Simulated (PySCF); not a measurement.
Ge(Cl)3(SiH3) (Cl3GeH3Si), SMILES [Cl][Ge]([SiH3])([Cl])[Cl]. Coordinates come from a B3LYP-D3(BJ)/def2-SVP optimisation.

Computed equilibrium geometry at B3LYP-D3(BJ)/def2-SVP (PySCF confirms it by a frequency run) as bond lengths and angles, and its point group:
point group C3v.
Atoms: Si1 Ge2 Cl3 Cl4 Cl5 H6 H7 H8. Bonded distances (Å): Si1–Ge2 2.390, Si1–H6 1.487, Si1–H7 1.487, Si1–H8 1.487, Ge2–Cl3 2.170, Ge2–Cl4 2.170, Ge2–Cl5 2.170. Bond angles (°): Ge2–Si1–H6 107.5, Ge2–Si1–H7 107.5, Ge2–Si1–H8 107.5, H6–Si1–H7 111.4, H6–Si1–H8 111.4, H7–Si1–H8 111.4, Si1–Ge2–Cl3 111.4, Si1–Ge2–Cl4 111.4, Si1–Ge2–Cl5 111.4, Cl3–Ge2–Cl4 107.5, Cl3–Ge2–Cl5 107.5, Cl4–Ge2–Cl5 107.5.
